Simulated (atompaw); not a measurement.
## Co (Z = 27): PAW (atompaw) pseudisation with PBEsol, scalar-relativistic reference atom.

| Item | Value |
| --- | --- |
| Element | Co |
| Generator | atompaw 4.2.0.5 |
| Type | PAW |
| Functional | PBEsol |
| Relativity | scalar-relativistic |
| Frozen core | [Ar] |
| Valence charge | 9 |
| Reference configuration | 3d7 4s1.75 4p0 (charge +0.25) |
| Partial waves | 4s (bound): rc 2.65 bohr; 4s channel at 3.6 Ry: rc 2.65 bohr; 4p (bound, empty): rc 2.60 bohr; 4p channel at 0.15 Ry: rc 2.65 bohr; 3d (bound): rc 1.85 bohr; 3d channel at 0.6 Ry: rc 1.85 bohr |
| Local potential | troulliermartins scheme with l = 3 at 1 Ry, radius 2.30 bohr |
| Core correction | smooth core density matched at 1.80 bohr |
| Augmentation charge | sinc compensation charge, radius 2.65 bohr; PAW radius 2.65 bohr; waves and projectors: custom rrkj vanderbiltortho |

All-electron outer shells of the reference configuration (PBEsol, scalar-relativistic, ld1.x):

| shell | level (eV) | outermost node (bohr) | outermost maximum (bohr) |
| --- | --- | --- | --- |
| 3s | -104.19 | 0.31 | 0.66 |
| 3p | -67.57 | 0.28 | 0.68 |
| 3d | -10.28 | – | 0.66 |
| 4s | -7.22 | 0.96 | 2.29 |
| 4p | -2.66 | 1.05 | 3.05 |

What the tests gave:

| Quantity | Value |
| --- | --- |
| Cutoffs needed | 30 Ry and 50 Ry (the cutoffs (Ry, on a coarse ladder) from which the occupation-weighted sum of valence levels, in a spherical-Bessel basis at the reference potential, stays within 10 and 1 mRy of its value at 400 Ry) |
| Ghost test | no extra level below or beside the all-electron valence levels (s, p, d, f tested) (spherical-Bessel basis up to 400 Ry, 20 bohr box) |
| Lowest eigenvalue of the overlap operator | 0.16 (d channel) |
| Overlap eigenvalues printed by atompaw (projector basis) | 0.307, 0.626, 0.811, 28.1, 37.9, 8.24e+03 |
| Share of each valence orbital outside the PAW sphere | 4s 49 %, 4p 77 %, 3d 3 % |

Generation and tests took about 2.5 s on one core of a shared server CPU.
